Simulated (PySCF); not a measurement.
# Highest orbital energy against ionisation energy along the 4p block

Calculated with PySCF 2.14, no spin-orbit coupling. Each cell gives −ε(HOMO) / ΔSCF in eV; NIST values include spin-orbit coupling, (s) semi-empirical, (t) theoretical.

| species | UHF | LDA | PBE | PBE0 | r2SCAN | NIST (lowest levels) |
| --- | --- | --- | --- | --- | --- | --- |
| Ga(2+) (dyall-av2z, non-relativistic) | 29.288 / 29.187 | 26.586 / 31.378 | 26.252 / 31.067 | 27.152 / 30.685 | 26.587 / 30.780 | 30.726 |
| Ge(2+) (dyall-av2z, non-relativistic) | 31.953 / 31.709 | 29.159 / 34.277 | 28.781 / 33.874 | 29.797 / 33.515 | 29.053 / 33.497 | 34.058 |
| As(2+) (dyall-av2z, non-relativistic) | 27.707 / 27.373 | 23.147 / 28.153 | 23.138 / 27.998 | 24.452 / 28.022 | 23.578 / 28.206 | 28.349 ± 0.012 |
| Se(2+) (dyall-av2z, non-relativistic) | 31.339 / 30.876 | 26.248 / 31.643 | 26.217 / 31.468 | 27.689 / 31.523 | 26.717 / 31.704 | 31.697 ± 0.019 |
| Br(2+) (dyall-av2z, non-relativistic) | 35.099 / 34.519 | 29.410 / 35.192 | 29.368 / 35.013 | 31.012 / 35.116 | 29.959 / 35.312 | 34.871 ± 0.019 |
| Kr(2+) (dyall-av2z, non-relativistic) | 34.936 / 34.171 | 29.889 / 35.705 | 29.745 / 35.382 | 31.328 / 35.391 | 30.172 / 35.459 | 35.838 ± 0.02 |

How far is −ε(HOMO) from ΔSCF on average for each method, and why?

UHF 0.41 eV; LDA -5.32 eV; PBE -5.22 eV; PBE0 -3.80 eV; r2SCAN -4.82 eV. Hartree-Fock orbital energies lack relaxation and so exceed the ΔSCF value; semilocal functionals have convex E(N) from self-interaction, so their HOMO lies far too high; exact exchange moves hybrids part of the way back.
